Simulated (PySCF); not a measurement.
4-chlorobut-1-ene (C4H7Cl), SMILES C=CCCCl.

The structure is a stationary point at PBE0-D3(BJ)/def2-SVP. The values are those of a single conformer.

These are TDA-PBE/def2-SVPD (PySCF) values and carry that method's errors.

Vertical excitations. Isolated molecule, no solvent.

Computed excitation energies, oscillator strengths and character:
```csv
state,energy (eV),λ (nm),f,main pairs
S1,5.81,213,0.001,HOMO−1→LUMO 97 %
S2,5.89,211,0.031,"HOMO−2→LUMO 73 %, HOMO→LUMO 23 %"
S3,6.35,195,0.094,"HOMO→LUMO+1 62 %, HOMO→LUMO 24 %, HOMO−2→LUMO 12 %"
S4,6.92,179,0.033,HOMO→LUMO+2 82 %
S5,7.09,175,0.000,HOMO−1→LUMO+1 89 %
S6,7.18,173,0.020,HOMO−2→LUMO+1 80 %
S7,7.25,171,0.006,HOMO→LUMO+3 97 %
S8,7.38,168,0.014,HOMO−3→LUMO 87 %
S9,7.46,166,0.010,"HOMO→LUMO+4 53 %, HOMO−1→LUMO+2 30 %"
S10,7.47,166,0.027,"HOMO−1→LUMO+2 58 %, HOMO→LUMO+4 34 %"
T1,4.40,282,0,HOMO→LUMO 89 %
T2,5.64,220,0,HOMO−1→LUMO 98 %
T3,5.71,217,0,HOMO−2→LUMO 90 %
T4,6.35,195,0,HOMO→LUMO+1 93 %
```
Triplets are in the Tamm–Dancoff approximation.
